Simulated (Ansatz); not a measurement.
CH6BrNOSi can be A, `N[SiH](O)CBr`, or B, `OCN[SiH2]Br`.

Program: Ansatz. Geometries: PBE0-D4/def2-TZVP. ΔE: electronic, gas phase. CBS: MP2 limit from def2 TZ/QZ plus the TZ coupled-cluster correction, frozen cores. DFT in def2-TZVPP. B3LYP here is the variant with VWN-RPA as its local correlation; programs differ in this. For Br outer-core shells are correlated without core-valence functions, which leaves a few kJ/mol of doubt a bond. Scalar relativity is left out up to krypton. Each species was taken in one conformer, which may not be the lowest.

A:

```xyz
11

N    -0.468   -0.640   -1.497
Si    0.540   -0.064   -0.259
O     1.015    1.493   -0.509
C    -0.408   -0.220    1.354
Br   -2.132    0.681    1.227
H    -1.433   -0.349   -1.514
H    -0.110   -0.780   -2.428
H     1.753   -0.924   -0.168
H     1.755    1.827    0.000
H     0.111    0.238    2.196
H    -0.623   -1.260    1.598
```

B:

Z-matrix (Å, degrees):
```
C
N 1 1.440
O 1 1.405 2 113.6
H 1 1.093 2 110.7 3 117.7
H 1 1.097 2 108.6 3 -124.1
Si 2 1.706 1 124.6 3 -88.9
H 2 1.007 1 114.9 3 105.9
H 3 0.961 1 108.1 2 -54.5
Br 6 2.239 2 113.3 1 -76.3
H 6 1.477 2 109.9 1 41.2
H 6 1.479 2 108.2 1 165.9
```

Problem. Which is lower in electronic energy at CCSD(T)/CBS, and by how much? (Best estimate.)

Solution. Computed: A, by 21.5 kcal/mol.

Problem. Give E(B) − E(A) in kcal/mol with MP2/def2-TZVPP, B2PLYP, B3LYP-D4, HF/def2-TZVPP, r2SCAN-D4, B3LYP, PBE-D4. (Best estimate.)

Solution. Computed: MP2/def2-TZVPP 22.4, B2PLYP 20.6, B3LYP-D4 20.0, HF/def2-TZVPP 17.9, r2SCAN-D4 20.4, B3LYP 19.2, PBE-D4 18.2. None reverses the order clearly.

Largest T1 diagnostic: 0.009.

In def2-TZVPP, CCSD(T) changes the Hartree–Fock value by +3.3 kcal/mol (the triples alone add +0.2 kcal/mol) and MP2 by +4.5 kcal/mol. The D4 term adds +0.9 kcal/mol with B3LYP and +0.4 kcal/mol with PBE0; it sums over pairs of atoms, weighted by their polarisabilities, and B3LYP, whose exchange is more repulsive, gets the larger term.
